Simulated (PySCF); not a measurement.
# Ti: ionisation energy

Ti [Ar] 3d2 4s2 (3F) → Ti⁺ [Ar] 3d2 4s1 (4F), as a difference of total energies. Calculation: PySCF 2.14, in aug-cc-pwCVTZ-DK with one added diffuse shell each of s, p, d, f, g type (11s10p8d5f4g, 152 functions); scalar relativity by spin-free X2C-1e. The calculations carry no spin-orbit coupling.

```tsv
method	ionisation energy (eV)
UHF	5.557
wB97M-V	6.814
PBEsol	6.642
M06-2X	7.169
```

Q: Which method comes closest to the reference value, and which is furthest?

A: The reference is 6.828 eV (measured; NIST levels, between the centres of gravity of the two terms). Closest: wB97M-V (error -0.014 eV); furthest: UHF (error -1.271 eV).
